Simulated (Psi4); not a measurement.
H5MgNSi (SMILES [NH2][Mg][SiH3]), singlet, geometry from GFN2-xTB (such geometries of metal compounds can be far from the true shape); B3LYP/6-31G, TDDFT in Psi4.

The Psi4 input:
```
memory 2 GB

molecule mol {
0 1
Mg    0.341330    0.788537   -0.115882
N    -0.458432    1.800504   -1.480651
H    -0.542655    2.790709   -1.682360
H    -0.779724    1.335544   -2.327271
Si    0.043433   -1.442179    0.889734
H     0.107139   -2.502774   -0.144156
H    -1.281396   -1.608257    1.529448
H     1.001633   -1.890685    1.923195
symmetry c1
}

set {
  basis 6-31g
  reference rks
  puream true
  save_jk true
  tdscf_states [5]
  tdscf_tda false
  d_convergence 1e-8
}

energy('td-b3lyp')
print_variables()
```

Output, abridged:

```
   => Loading Basis Set <=

    Name: 6-31G
    Role: ORBITAL
    Keyword: BASIS

         ---------------------------------------------------------
                                   SCF
               by Justin Turney, Rob Parrish, Andy Simmonett
                          and Daniel G. A. Smith
                              RKS Reference
         ---------------------------------------------------------

  ==> Geometry <==

    Molecular point group: c1
    Full point group: C1

    Geometry (in Angstrom), charge = 0, multiplicity = 1:

       Center              X                  Y                   Z               Mass
    ------------   -----------------  -----------------  -----------------  -----------------
         MG           0.320545621870     0.761949700129    -0.125350347760    23.985041697000
         N           -0.479216378130     1.773916700129    -1.490119347760    14.003074004430
         H           -0.563439378130     2.764121700129    -1.691828347760     1.007825032230
         H           -0.800508378130     1.308956700129    -2.336739347760     1.007825032230
         SI           0.022648621870    -1.468766299871     0.880265652240    27.976926534650
         H            0.086354621870    -2.529361299871    -0.153624347760     1.007825032230
         H           -1.302180378130    -1.634844299871     1.519979652240     1.007825032230
         H            0.980848621870    -1.917272299871     1.913726652240     1.007825032230

  Running in c1 symmetry.

  Rotational constants: A =      1.05206  B =      0.08238  C =      0.07862 [cm^-1]
  Rotational constants: A =  31539.87406  B =   2469.60017  C =   2356.94641 [MHz]
  Nuclear repulsion =  112.521750283217358

  Charge       = 0
  Multiplicity = 1
  Electrons    = 38
  Nalpha       = 19
  Nbeta        = 19

  ==> Algorithm <==

  SCF Algorithm Type is DF.
  DIIS enabled.
  MOM disabled.
  Fractional occupation disabled.
  Guess Type is SAD.
  Energy threshold   = 1.00e-06
  Density threshold  = 1.00e-08
  Integral threshold = 1.00e-12

  ==> Primary Basis <==

  Basis Set: 6-31G
    Blend: 6-31G
    Number of shells: 29
    Number of basis functions: 45
    Number of Cartesian functions: 45
    Spherical Harmonics?: true
    Max angular momentum: 1

  ==> DFT Potential <==

   => LibXC <=

    Version 7.1.2
    S. Lehtola, C. Steigemann, M. J. T. Oliveira, and M. A. L. Marques,  SoftwareX 7, 1–5 (2018) (10.1016/j.softx.2017.11.002)

   => Composite Functional: B3LYP <=

[...]
  @DF-RKS Final Energy:  -547.29534415781563
    Total Energy =                       -547.2953441578156344
[...]

Contributing excitations and de-excitations
Only contributions with abs(coeff) > 1.00e-01 will be printed:

Excited State    1 (1 A):   0.11544 au   394.70 nm f = 0.0252
  Sums of squares: Xssq =  1.001814e+00; Yssq =  1.814296e-03; Xssq - Yssq =  1.000000e+00
     19a  ->  20a    -0.987625 (97.540%)
     19a  ->  21a     0.140644 ( 1.978%)

Excited State    2 (1 A):   0.17026 au   267.61 nm f = 0.0808
  Sums of squares: Xssq =  1.004543e+00; Yssq =  4.543377e-03; Xssq - Yssq =  1.000000e+00
     15a  ->  20a    -0.124933 ( 1.561%)
     18a  ->  20a     0.539721 (29.130%)
     19a  ->  20a     0.105963 ( 1.123%)
     19a  ->  21a     0.794002 (63.044%)
     19a  ->  22a     0.193781 ( 3.755%)

Excited State    3 (1 A):   0.17548 au   259.65 nm f = 0.1775
  Sums of squares: Xssq =  1.006056e+00; Yssq =  6.056088e-03; Xssq - Yssq =  1.000000e+00
     18a  ->  20a     0.792391 (62.788%)
     19a  ->  21a    -0.429642 (18.459%)
     19a  ->  22a    -0.413986 (17.138%)

Excited State    4 (1 A):   0.19223 au   237.03 nm f = 0.1207
  Sums of squares: Xssq =  1.004017e+00; Yssq =  4.017123e-03; Xssq - Yssq =  1.000000e+00
     18a  ->  20a    -0.239754 ( 5.748%)
     18a  ->  21a     0.153957 ( 2.370%)
     19a  ->  21a     0.349277 (12.199%)
     19a  ->  22a    -0.867036 (75.175%)
     19a  ->  23a     0.145457 ( 2.116%)

Excited State    5 (1 A):   0.21296 au   213.96 nm f = 0.1577
  Sums of squares: Xssq =  1.002938e+00; Yssq =  2.937700e-03; Xssq - Yssq =  1.000000e+00
     18a  ->  21a     0.970424 (94.172%)
     19a  ->  22a     0.129292 ( 1.672%)
     19a  ->  23a    -0.120712 ( 1.457%)

******************************************************************************************
**********                               WARNING                                **********
**********       The names of excited state variables changed between 1.5       **********
**********     and 1.6. For a quick solution, remove the symmetry specifier     **********
**********   from the variable name. For full details, see 'Notes on Psivars'   **********
**********                        in the documentation.                         **********
******************************************************************************************

  Variable Map:
  ----------------------------------------------------------------------------
[...]
  Array Variable Map:
  ----------------------------------------------------------------------------
[...]
[...]
```
